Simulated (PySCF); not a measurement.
Stepwise substitution at one centre (Al CH3-NH2). Gas-phase values, no solvent. Strings in code marks are SMILES.

The S1–T1 gap (TDA) from two functionals at the same geometries (B3LYP-D3(BJ)/def2-TZVP), both in PySCF: PBE-D3(BJ)/def2-TZVP and TPSSh-D3(BJ)/def2-TZVP. Excitations are Tamm–Dancoff values on a coarser integration grid. The basis has no diffuse functions, so Rydberg states are missing or too high.

```tsv
species	PBE-D3(BJ)/def2-TZVP (eV)
0 of 3 CH3 replaced by NH2 (`[CH3][Al]([CH3])[CH3]`)	0.28
1 of 3 CH3 replaced by NH2 (`[CH3][Al]([CH3])[NH2]`)	0.55
2 of 3 CH3 replaced by NH2 (`[CH3][Al]([NH2])[NH2]`)	0.22
3 of 3 CH3 replaced by NH2 (`[Al]([NH2])([NH2])[NH2]`)	0.23
```

Problem. What does TPSSh-D3(BJ)/def2-TZVP give for each?

Solution. 
- 0 of 3 CH3 replaced by NH2 (`[CH3][Al]([CH3])[CH3]`): 0.29
- 1 of 3 CH3 replaced by NH2 (`[CH3][Al]([CH3])[NH2]`): 0.70
- 2 of 3 CH3 replaced by NH2 (`[CH3][Al]([NH2])[NH2]`): 0.24
- 3 of 3 CH3 replaced by NH2 (`[Al]([NH2])([NH2])[NH2]`): 0.25
Over these rows, drawn at random from the members with no instability flagged (it was tested for open shells, ions and some series alone), PBE minus TPSSh-D3(BJ): mean -0.05 eV, from -0.15 eV to -0.01 eV.
